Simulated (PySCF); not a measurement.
**Ta (tantalum, neutral) across methods**

[Xe] 4f14 5d3 6s2, high-spin 4F determinant. Computed with PySCF 2.14 in x2c-TZVPPall with one added diffuse shell each of s, p, d, f type (12s8p8d4f1g, 113 functions), with scalar relativity by spin-free X2C-1e.

```json
{"method": "PBE", "E (hartree)": "-15605.21", "mean ε 6s α (eV)": "-5.817", "mean ε 6s β (eV)": "-4.713", "mean ε 5d α (eV)": "-4.377", "Σ⟨r²⟩ (bohr²)": "71.17", "⟨S²⟩": "3.756"}
{"method": "LDA", "E (hartree)": "-15595.12", "mean ε 6s α (eV)": "-5.995", "mean ε 6s β (eV)": "-4.969", "mean ε 5d α (eV)": "-4.412", "Σ⟨r²⟩ (bohr²)": "70.69", "⟨S²⟩": "3.755"}
{"method": "UHF", "E (hartree)": "-15600.00541", "mean ε 6s α (eV)": "-7.760", "mean ε 6s β (eV)": "-5.963", "mean ε 5d α (eV)": "-8.949", "Σ⟨r²⟩ (bohr²)": "73.24", "⟨S²⟩": "3.779"}
{"method": "r2SCAN", "E (hartree)": "-15605.32", "mean ε 6s α (eV)": "-6.010", "mean ε 6s β (eV)": "-4.758", "mean ε 5d α (eV)": "-4.818", "Σ⟨r²⟩ (bohr²)": "71.06", "⟨S²⟩": "3.770"}
{"method": "PBE0", "E (hartree)": "-15604.98", "mean ε 6s α (eV)": "-6.438", "mean ε 6s β (eV)": "-5.264", "mean ε 5d α (eV)": "-5.597", "Σ⟨r²⟩ (bohr²)": "71.00", "⟨S²⟩": "3.758"}
```

Spin-orbit coupling, absent here, splits the open shell strongly.
